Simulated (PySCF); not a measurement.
# Working with the constants of InO⁺

PBE0 constants of InO⁺, ³Σ⁻ (triplet), unpaired electrons π ↑↑ (basis In cc-pVTZ-PP with ECP28, O cc-pVTZ; scalar-relativistic core potentials; PySCF 2.14; masses 114.9039 and 15.9949 u):

```
ωe              : 124.1 cm⁻¹
ωexe            : 2.38 cm⁻¹
Be              : 0.13898 cm⁻¹
αe              : 0.00295 cm⁻¹
D (centrifugal) : 6.98e-07 cm⁻¹
De to In⁺ + O   : 0.250 eV
```

Q: Give the vibrational terms G(v) and spacings up to v = 6.

A: G(v) = ωe(v+½) − ωexe(v+½)².

```csv
v,G(v) (cm⁻¹),G(v) − G(v−1),Bv (cm⁻¹)
0,61,,0.1375
1,181,119,0.1346
2,295,115,0.1316
3,405,110,0.1287
4,510,105,0.1257
5,611,100,0.1228
6,706,96,0.1198
```

Q: How well does the Morse estimate ωe²/(4ωexe) reproduce De, and what is D0?

A: It gives 0.201 eV, 80 % of the computed De. D0 = De − G(0) = 0.250 − 0.008 = 0.242 eV.

The bond is weak. Basis-set superposition, not corrected here, can be much of De in a small basis, most of all at correlated wavefunction levels. These are scalar-relativistic numbers at best; spin–orbit coupling would shift them, the dissociation energy most. For an ion De counts to the pair picked by the measured ionisation energies or electron affinities, which need not be the lowest pair at this level. The state is the lowest determinant that a PBE0 search found; another state may lie lower at other levels.
